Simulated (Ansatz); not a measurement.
Harmonic frequencies (cm⁻¹) at PBE0-D4/def2-TZVP from Ansatz: 61, 79, 153, 197, 294, 383, 499, 614, 621, 690, 833, 897, 910, 925, 948, 992, 1159, 1181, 1222, 1392, 1456, 2230, 2241, 2247, 3075, 3105, 3152.

Each molecule was computed in one conformer, which needn't be the lowest.

Question: Which molecule is it?
A. `[SiH3]SCC=S`
B. `CS[Si]SC`
C. `COC1=NC1`
D. `C=C1O[SiH2]O1`

Answer: A.
